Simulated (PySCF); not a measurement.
SMILES O=[C]CCCCC, doublet (GFN2-xTB optimised geometry):

```
18

C     -0.245     2.477    -1.178
C      0.267     1.042    -1.188
C     -0.264     0.244     0.000
C      0.243    -1.196     0.000
C     -0.262    -1.958     1.225
C      0.212    -1.362     2.501
O     -0.157    -1.483     3.627
H      0.065     2.986    -0.268
H      0.144     3.029    -2.030
H     -1.332     2.496    -1.225
H     -0.039     0.554    -2.116
H      1.358     1.047    -1.160
H     -1.356     0.245    -0.024
H      0.047     0.724     0.931
H      1.334    -1.196     0.000
H     -0.093    -1.705    -0.906
H     -1.358    -1.996     1.226
H      0.114    -2.986     1.213
```

Level of theory: PySCF with unrestricted PBE0/def2-SVP.

What are the frontier orbital energies (α orbitals alone; a β orbital can be the lowest empty one) and the dipole moment?

HOMO-2 -9.32 eV, HOMO-1 -9.19 eV, HOMO -5.41 eV, LUMO -0.58 eV, LUMO+1 1.80 eV; dipole moment 2.63 D.

On the same geometry PySCF with unrestricted PBE/def2-SVP gives HOMO-2 -7.84 eV, HOMO-1 -7.75 eV, HOMO -3.82 eV, LUMO -1.73 eV, LUMO+1 0.97 eV; dipole moment 2.40 D.

Meta-Löwdin charges at PBE0/def2-SVP: C1 -0.30, C2 -0.16, C3 -0.17, C4 -0.16, C5 -0.21, C6 0.20, O7 -0.28, H8 0.10, H9 0.10, H10 0.10, H11 0.09, H12 0.09, H13 0.08, H14 0.09, H15 0.09, H16 0.09, H17 0.11, H18 0.13.
